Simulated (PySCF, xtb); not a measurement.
SiOF₂, SMILES [Si](F)(F)=O.

Harmonic wavenumbers (cm⁻¹) from GFN2-xTB in xtb 6.7.1 at its own minimum, in rising order: 265, 282, 330, 842, 942, 1510.

Task: What does B3LYP-D3(BJ)/def2-TZVP in PySCF give at its own minimum? (The exact figures need the calculation; the answer reports its results.)

Result: 334, 347, 360, 825, 989, 1327. Paired by order, the mean absolute difference is 68 cm⁻¹ and the zero-point energies are 6.0 and 6.0 kcal/mol.
